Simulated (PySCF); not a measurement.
CH4O2.

```xyz
7

O     -1.1681    -0.0942    -0.2468
C      0.0000     0.0000     0.5307
O      1.1681     0.0942    -0.2468
H     -1.2434     0.7093    -0.7760
H      0.0018     0.8948     1.1580
H     -0.0018    -0.8948     1.1580
H      1.2434    -0.7093    -0.7760
```
Charge 0, spin multiplicity 1.

Geometry: B3LYP-D3(BJ)/def2-TZVP. One conformer was computed; it need not be the lowest.

The numbers are results of PySCF with PBE/pcSseg-2, not measurements. Non-relativistic, no solvent.

### Question
Give the absolute GIAO shielding of each atom: isotropic value and principal components (ppm). (Estimate from the structure and the level; the computed values follow.)

### Answer

```tsv
atom	σ(iso)	σ11	σ22	σ33	span
O1	224.0	154.7	252.4	264.8	110.0
C2	83.7	48.9	95.5	106.7	57.9
O3	224.0	154.7	252.4	264.8	110.0
H4	29.8	23.8	26.6	39.0	15.2
H5	26.4	21.7	27.0	30.4	8.8
H6	26.4	21.7	27.0	30.4	8.8
H7	29.8	23.8	26.6	39.0	15.2
```
